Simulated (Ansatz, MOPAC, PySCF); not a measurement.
Constitutional and geometric isomers with formula H5B2N. All species are isolated molecules in the gas phase. One relaxed conformer stands for each flexible species; it need not be the lowest. Strings in code marks are SMILES.

Quantity: electronic energy of isomers of H5B2N relative to `BNB`, in kcal/mol. Semi-empirical values (MOPAC) are differences of heats of formation.

Level 1: frozen-core CCSD(T)/cc-pVDZ // PBE0-D3(BJ)/def2-TZVP (Ansatz, a program for electronic structure)
Level 2: PBE-D3(BJ)/def2-TZVP // PBE0-D3(BJ)/def2-TZVP (PySCF)
Level 3: PBE/6-31G* // PBE0-D3(BJ)/def2-TZVP (PySCF)
Level 4: PM6 // PBE0-D3(BJ)/def2-TZVP (MOPAC)

```
species  level 1  level 2  level 3  level 4
-------  -------  -------  -------  -------
`BBN`       32.5     27.7     31.3     39.0
```
